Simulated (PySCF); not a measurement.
## Radial density of Sc (scandium, neutral)

PBE0, [Ar] 3d1 4s2, 2D determinant. Computed with PySCF 2.14 in 6-31G*, with no relativity, point nucleus.

```csv
r (bohr),4πr²ρ (e/bohr),4πr²(ρα − ρβ)
0.00136,0.1336,0.0000
0.00229,0.3689,0.0000
0.00385,0.9843,0.0000
0.00648,2.481,0.0000
0.0109,5.848,0.0001
0.0183,12.11,0.0001
0.0308,20.46,0.0002
0.0519,24.73,0.0002
0.0873,20.15,0.0002
0.147,19.77,0.0022
0.247,26.27,0.0240
0.415,13.58,0.1355
0.698,7.333,0.3947
1.17,7.675,0.5439
1.98,1.834,0.3456
3.32,0.7469,0.0924
5.59,0.1938,-0.0047
9.40,0.006033,-0.0006
```

Q: Where is the radial spin density 4πr²(ρα − ρβ) most negative, and why is it negative at all?

A: Around r = 5.59 bohr, down to -0.0047 e/bohr: exchange with the open shell polarises the paired shells in an unrestricted calculation.
